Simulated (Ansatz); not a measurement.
Relaxation of AlFH4O2 (8 atoms, charge 0, multiplicity 1), to a largest force component of 0.03 eV/Å in at most 50 steps.

These are results of RKS PBE/def2-SVP in Ansatz 0.2.0, not measurements.

```xyz
8
Properties=species:S:1:pos:R:3
Al -0.054 -0.361 0.029
H -0.323 -0.325 1.575
O 1.557 -0.584 -0.492
H 1.832 -0.626 -1.422
F -1.328 -0.389 -1.061
O 0.026 2.320 1.288
H 0.984 2.466 1.414
H -0.143 1.514 1.846
```

Where does it end, and by what steps?

The run converged. After 12 steps the energy has fallen by 0.855 eV; H7 moved furthest, 1.16 Å. Joined: Al1–O6 (2.96 → 2.00 Å).

| step | energy less start (eV) | largest force component (eV/Å) | accepted |
| --- | --- | --- | --- |
| 0 | 0.0000 | 0.864 | yes |
| 1 | -0.1205 | 1.252 | yes |
| 2 | -0.3232 | 1.716 | yes |
| 3 | -0.5869 | 0.816 | yes |
| 4 | -0.6822 | 0.790 | yes |
| 5 | -0.7498 | 0.410 | yes |
| 6 | -0.7793 | 0.473 | yes |
| 7 | -0.8145 | 0.457 | yes |
| 8 | -0.8354 | 0.189 | yes |
| 9 | -0.8510 | 0.269 | yes |
| 10 | -0.8535 | 0.174 | yes |
| 11 | -0.8552 | 0.039 | yes |
| 12 | -0.8555 | 0.027 | yes |

```xyz
8
Properties=species:S:1:pos:R:3
Al -0.182 -0.128 0.305
H -0.540 -0.953 1.617
O 1.508 0.081 -0.174
H 1.862 -0.182 -1.038
F -1.309 -0.097 -0.952
O 0.069 1.753 0.939
H 1.003 1.670 0.574
H 0.141 1.872 1.907
```

Whether the end is a true minimum wasn't checked by a vibrational analysis.

Time of the run: 27 s on 1 thread of Arm Neoverse V2 (shared host), peak memory 0.14 GiB.
